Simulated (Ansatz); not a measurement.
A series at Si: from `O[SiH](Cl)[SiH](Cl)Cl`, ligands are replaced one by one, each step taking up H₂ and setting free HCl; n counts the steps. Ansatz, PBE0-D4/def2-TZVP geometries. Each molecule was computed in one conformer, which needn't be the lowest.

CBS adds triple-zeta CCSD(T) − MP2 to the MP2 limit, frozen cores; atoms without spin–orbit coupling. 

```
n                 molecule  atomization energy, CCSD(T)/CBS (kJ/mol)
0  `O[SiH](Cl)[SiH](Cl)Cl`                                    3031.0
1     `O[SiH2][SiH](Cl)Cl`                                    2952.2
2        `O[SiH2][SiH2]Cl`                                    2882.7
3          `O[SiH2][SiH3]`                                         ?
```

Question: By hand: fit a straight line y = ȳ + b (n − n̄) to the 3 given rows and predict n = 3.

Answer: n̄ = 1.000, ȳ = 2955.30; Σ(n − n̄)(y − ȳ) = -148.30, Σ(n − n̄)² = 2.000, so b = -74.15 kJ/mol a step. Prediction: 2955.30 + (-74.15) × (2.000) = 2807.0 kJ/mol.

Question: By hand: compare with the computed value, 2818.6 kJ/mol, and give the steps along the whole series.

Answer: The line misses by 11.6 kJ/mol (computed minus predicted). Steps: -78.8, -69.5, -64.1 kJ/mol.

The steps shrink at each stage, from -78.8 to -64.1 kJ/mol, so the series is curved and an end member is harder to predict than an inner one. The miss is 5.5 % of the series' range. The energies themselves are unsure by some kJ/mol a bond, though much of that is common to the series.
